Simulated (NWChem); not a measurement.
CF cation, singlet

Results from NWChem. Pople sets run with spherical d functions. Low-valent species are run as closed-shell singlets; no triplet was tried in these runs. The geometry was optimised at B3LYP/6-31G* (spherical d). Level: M06-2X/6-31G* with SMD (1 M gas to 1 M solution), gas-phase geometry. Reactions with the solvent are ignored.

For solvent 1-octanol:

```yaml
solvation free energy (kcal/mol): -70.2
cavity-dispersion-structure term (kcal/mol): 5.6
```

Question: Estimate the same quantities for solvent benzene.

Answer: The solvation free energy (kcal/mol) is -42.8. The cavity-dispersion-structure term (kcal/mol) is 4.4.
